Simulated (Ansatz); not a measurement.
SnFH3 (SnH3F) was relaxed with B3LYP-D4 (def2-TZVP) in Ansatz in these states: charge +1 doublet, neutral singlet. The geometries follow in no particular order.

In the def2 sets Sn takes a core potential; there is no spin–orbit coupling.

A:

```xyz
5

Sn    0.176   -0.215    0.317
F    -0.510    1.470    0.812
H    -0.526    0.264   -1.718
H    -0.963   -1.422    0.620
H     1.823   -0.097   -0.030
```

B:

```xyz
5

Sn   -0.0590    0.0606    0.0986
F     0.8227   -0.8448   -1.3748
H     1.0740    0.0143    1.3723
H    -1.4637   -0.8609    0.3914
H    -0.3739    1.6307   -0.4874
```

Judge from the bond lengths which geometry belongs to which state (an estimate).

A is the charge +1 doublet (Sn1–H3 2.205 Å, Sn1–F2 1.886 Å, Sn1–H5 1.687 Å); B is the neutral singlet (Sn1–H3 1.705 Å, Sn1–F2 1.941 Å, Sn1–H5 1.705 Å).
